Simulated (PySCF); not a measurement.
**A thermochemical cycle for RbZn**

PBE in PySCF with def2-SVP on every atom (core potentials on Rb), for the lowest determinant that a PBE0 search found; no spin–orbit coupling. RbZn, a doublet (σ ↑), has De = 0.10 eV to neutral atoms, and RbZn⁺, a singlet (closed shell), has De = 0.24 eV to Rb⁺ + Zn.

At the same level the Rb atom ionises at 4.28 eV.

**Question.** What is the adiabatic ionisation energy of the molecule, and does ionisation strengthen or weaken the bond?

**Answer.** IE = IE(Rb) + De(neutral) − De(ion) = 4.28 + 0.10 − 0.24 = 4.14 eV. De changes by +0.14 eV, so ionisation strengthens the bond.

Closed-shell solutions of metal pairs were not tested for spin polarisation, which can lower them a little. Weak bonds: RbZn, RbZn⁺. Basis-set superposition, not corrected here, can be much of De in a small basis, most of all at correlated wavefunction levels. For an ion De counts to the pair picked by the measured ionisation energies or electron affinities, which need not be the lowest pair at this level. States were picked by a PBE0 search and need not be the measured ground states.
